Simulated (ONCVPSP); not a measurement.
**tellurium: one change to an ONCV potential, before and after**

tellurium, optimised norm-conserving Vanderbilt (ONCV), made with ONCVPSP 4.0.1 (PBE, scalar-relativistic). Core [Kr], reference 4d10 5s2 5p4. Waves: 5s: rc 1.80 bohr, ncon 4, nbas 8, qcut 3.1 1/bohr, 2 projectors, debl 1.6 Ha; 5p: rc 2.20 bohr, ncon 4, nbas 7, qcut 4.1 1/bohr, 2 projectors, debl 3.4 Ha; 4d: rc 1.00 bohr, ncon 4, nbas 9, qcut 8.5 1/bohr, 2 projectors, debl 0.5 Ha. Local part: polynomial inside 1.00 bohr (lpopt 5, dvloc0 0 Ha). Core correction: Teter function, fcfact 1.75, rcfact 1.65.

In the d channel the program set the typed energies aside and used -1.531, 0.250 Ha.

All-electron outer shells of the reference configuration (PBE, scalar-relativistic, ld1.x):

| shell | level (eV) | outermost node (bohr) | outermost maximum (bohr) |
| --- | --- | --- | --- |
| 4s | -164.39 | 0.38 | 0.70 |
| 4p | -114.41 | 0.38 | 0.74 |
| 4d | -41.65 | 0.36 | 0.81 |
| 5s | -15.11 | 0.91 | 1.80 |
| 5p | -5.95 | 1.00 | 2.17 |

Change: core correction Teter function, fcfact 1.75, rcfact 0.98.

Cutoffs: the cutoffs (Ha) at which the residual kinetic energy of the hardest occupied pseudo-wave falls to 1 and 0.1 mHa per electron; they do not see the model core or the augmentation charge, which bear on the density cutoff. Errors are all-electron minus pseudo energies relative to the spin-unpolarised reference configuration.

**Question.** How do hardness, ghosts and transferability respond?

**Answer.** The potential gets neither clearly harder nor softer (187 Ha and 303 Ha → 187 Ha and 303 Ha); both files keep a bound ghost (p, s); of the 4 tests that both files solve, the error grows in 0 and shrinks in 1 by more than 15 % and 0.3 meV (median size 18.4 → 15.7 meV). A model core, the more so a compact one, raises the density cutoff, which this test does not measure.

```tsv
quantity	base	changed
cutoff, loose	187 Ha	187 Ha
cutoff, tight	303 Ha	303 Ha
bound ghosts	s, p	s, p
GHOST(+) flags under 300 eV	none	none
error for 4d10 5s2 5p3, meV [ΔE 9.73 eV]	-4.8	-4.8
error for 4d10 5s2 5p2, meV [ΔE 27.65 eV]	-14	-14
error for 4d10 5s2 5p1, meV [ΔE 54.55 eV]	-22	-18
error for 4d9 5s2 5p5, meV [ΔE 38.26 eV]	-346	-305
s: phases at 1.83 bohr within 0.05 rad from the reference energy up to (Ha; the scan ends near 5)	3.9	3.9
p: phases at 2.23 bohr within 0.05 rad from the reference energy up to (Ha; the scan ends near 5)	to the end of the scan	to the end of the scan
d: phases at 1.02 bohr within 0.05 rad from the reference energy up to (Ha; the scan ends near 5)	to the end of the scan	to the end of the scan
rms error of d²Exc/dni dnj with the model core, mHa	1.58	4.28
```

 A true bound ghost makes a file unfit for plane-wave use even where its test errors are small: the radial tests pick states by their node count and pass the ghost by.
